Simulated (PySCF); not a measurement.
C4H11Ge (SMILES CC(C)[CH][GeH3]), doublet, at a GFN2-xTB geometry. Base run: PySCF with DF-PBE/def2-SV(P).

The PySCF input:
```python
from pyscf import gto, scf, dft

mol = gto.Mole()
mol.atom = '''
    C    -1.97700672   -0.98030172   -1.16148263
    C    -1.42317088   -0.42058511    0.16035217
    C    -2.55991540    0.21731044    0.96497003
    C    -0.35012725    0.56300112   -0.11922299
    Ge    1.50824807    0.17356608    0.04396338
    H    -2.75193680   -1.71655844   -0.95973777
    H    -2.40243881   -0.17875974   -1.76119779
    H    -1.18086343   -1.45516813   -1.73091326
    H    -1.00765958   -1.25844953    0.73321782
    H    -2.99800743    1.04456072    0.41034868
    H    -2.18526893    0.59700941    1.91286644
    H    -3.33763283   -0.51596511    1.16719071
    H    -0.67540273    1.51113547   -0.52309340
    H     2.32298182    1.42330078    0.01038261
    H     2.02651158   -0.71839087   -1.05068259
    H     1.78710068   -0.56337778    1.31709077
'''
mol.basis = 'def2-sv(p)'
mol.spin = 1
mol.verbose = 4
mol.build()

mf = dft.UKS(mol)
mf.xc = 'pbe'
mf = mf.density_fit(auxbasis='def2-universal-jkfit')
mf.kernel()
```

Variants of this job, named by their change:

```tsv
change	basis functions	E (Eh)	HOMO (eV)	dipole (D)
base	110	-2235.02173	-4.71	1.00
basis = x2c-SVPall; relativity = none (without mf = mf.density_fit(auxbasis='def2-universal-jkfit'))	143	-2226.58580	-4.71	0.99
basis = x2c-SVPall; relativity = spin-free X2C (without mf = mf.density_fit(auxbasis='def2-universal-jkfit'))	143	-2256.83101	-4.69	0.98
basis = cc-pVDZ-DK; relativity = spin-free X2C; nucleus = Gaussian (with mol.nucmod = 'G'; without mf = mf.density_fit(auxbasis='def2-universal-jkfit'))	138	-2257.21107	-4.62	0.98
basis = cc-pVDZ-DK; relativity = none (without mf = mf.density_fit(auxbasis='def2-universal-jkfit'))	138	-2223.57513	-4.63	0.99
basis = ANO-RCC-VDZP; relativity = spin-free X2C; nucleus = Gaussian (with mol.nucmod = 'G'; without mf = mf.density_fit(auxbasis='def2-universal-jkfit'))	138	-2257.35222	-4.66	0.98
basis = ANO-RCC-VDZP; relativity = spin-free X2C (without mf = mf.density_fit(auxbasis='def2-universal-jkfit'))	138	-2257.36558	-4.66	0.98
basis = ANO-RCC-VDZP; relativity = none (without mf = mf.density_fit(auxbasis='def2-universal-jkfit'))	138	-2222.30698	-4.69	0.99
basis = x2c-SVPall; relativity = spin-free X2C; nucleus = Gaussian (with mol.nucmod = 'G'; without mf = mf.density_fit(auxbasis='def2-universal-jkfit'))	143	-2256.82067	-4.69	0.98
basis = cc-pVDZ-DK; relativity = spin-free X2C (without mf = mf.density_fit(auxbasis='def2-universal-jkfit'))	138	-2257.22269	-4.62	0.98
```

Total energies compare only within one method and basis.

Open shells are given as the SCF converged; they aren't shown to be the lowest states, and a large step between rows can be another state.

Basis sets contracted for a relativistic Hamiltonian are a mismatch without it, so the rows without relativity aren't non-relativistic limits. No row has spin-orbit coupling; sets with core potentials leave out the core electrons.
